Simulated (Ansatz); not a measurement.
`[Cl][SnH2][SeH]` + `C=CF` → `C=C(F)[SeH]` + `[Cl][SnH3]` at 500 K and 1 bar (formal exchange of groups at the Se–Sn bond).

Computed with Ansatz on PBE0-D4/def2-TZVP structures; ΔE is electronic, products minus reactants. CCSD(T)/CBS adds triple-zeta CCSD(T) − MP2 to the extrapolated MP2 energy (def2 sets, frozen cores). Elements past krypton have def2 core potentials. For Se, Sn outer-core shells are correlated without core-valence functions, which leaves a few kJ/mol of doubt a bond. Scalar relativity is left out up to krypton. One conformer a species, not always the lowest.

| species | CCSD(T)/CBS energy (Eh) | H − E (kJ/mol) | S (J/(mol·K)) |
| --- | --- | --- | --- |
| `[Cl][SnH2][SeH]` | -3076.37402 | 97.7 | 396.7 |
| `C=CF` | -177.66469 | 139.4 | 282.9 |
| `C=C(F)[SeH]` | -2578.36253 | 144.0 | 351.1 |
| `[Cl][SnH3]` | -675.62576 | 83.0 | 311.4 |

H − E and S are ideal-gas, rigid-rotor, harmonic terms from PBE0-D4/def2-TZVP, for one conformer and one mirror image of each species. 1 Eh = 2625.50 kJ/mol, R = 8.31446 J/(mol·K).

Q: By hand: ΔE, ΔH, ΔS and ΔG.

A: ΔE = (-2578.36253) + (-675.62576) − (-3076.37402) − (-177.66469) = 0.05042 Eh = 132.4 kJ/mol. Δ(H − E) = 144.0 + 83.0 − 97.7 − 139.4 = -10.1, so ΔH = 122.3 kJ/mol. ΔS = 351.1 + 311.4 − 396.7 − 282.9 = -17.1 J/(mol·K). ΔG = 122.3 − 500 × (-17.1)/1000 = 130.8 kJ/mol.

Q: By hand: the equilibrium constant, and the temperature at which ΔG would vanish if ΔH and ΔS stayed fixed.

A: log₁₀ K = −ΔG/(RT ln 10) = -13.7. ΔH and −TΔS have one sign here, so there is no such temperature.

ΔH outweighs TΔS. A doubt of 5 kJ/mol in ΔE shifts log₁₀ K by 0.5 here. Other conformers and mirror images would add mixing entropy, several J/(mol·K) or more a flexible species. These are equilibria of isolated gas molecules and say nothing of rates. Largest T1 diagnostic: 0.012 (customary marks: 0.02 for closed shells, 0.045 for open ones).
